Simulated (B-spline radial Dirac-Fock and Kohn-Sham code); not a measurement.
Two-hole binding energies of Eu²⁺

System: Eu²⁺ in the configuration 1s2 2s2 2p6 3s2 3p6 3d10 4s2 4p6 4d10 4f7 5s2 5p6, inside a Watson sphere of charge -2 and radius 1.6 Å (a model of the Madelung potential; inside it an electron's potential energy is raised by 18.0 eV).

The computed values come from a radial atomic solver: ΔSCF Dirac-Fock with Breit, self-energy and vacuum polarisation, finite nucleus, configuration average. U is the two-hole binding energy less the two single-hole energies, the effective repulsion of the holes after relaxation. Each two-hole energy is an average over J within one jj subconfiguration.

```
          holes  E(a) (eV)  E(b) (eV)  E(ab) (eV)  U (eV)
           1s⁻²    48517.8    48517.8     98130.5  1094.9
   1s⁻¹ 3d3/2⁻¹    48517.8     1161.2     49757.8    78.9
        2p1/2⁻²     7618.1     7618.1     15458.7   222.6
2p1/2⁻¹ 2p3/2⁻¹     7618.1     6977.6     14790.1   194.4
        2p3/2⁻²     6977.6     6977.6     14145.8   190.6
   2s⁻¹ 3p3/2⁻¹     8058.1     1484.4      9611.2    68.6
   2s⁻¹ 3d5/2⁻¹     8058.1     1133.1      9266.4    75.2
2p1/2⁻¹ 3p3/2⁻¹     7618.1     1484.4      9174.5    71.9
   2p3/2⁻¹ 3s⁻¹     6977.6     1806.3      8852.9    68.9
2p3/2⁻¹ 3d3/2⁻¹     6977.6     1161.2           ?       ?
2p3/2⁻¹ 3d5/2⁻¹     6977.6     1133.1      8185.2    74.5
        3p3/2⁻²     1484.4     1484.4      3018.3    49.4
        4d3/2⁻²      145.7      145.7       313.2    21.8
        4d5/2⁻²      140.6      140.6       302.9    21.8
```

Q: Give the missing two-hole energy and U.

A: E(ab) = 8217.6 eV and U = 78.8 eV.
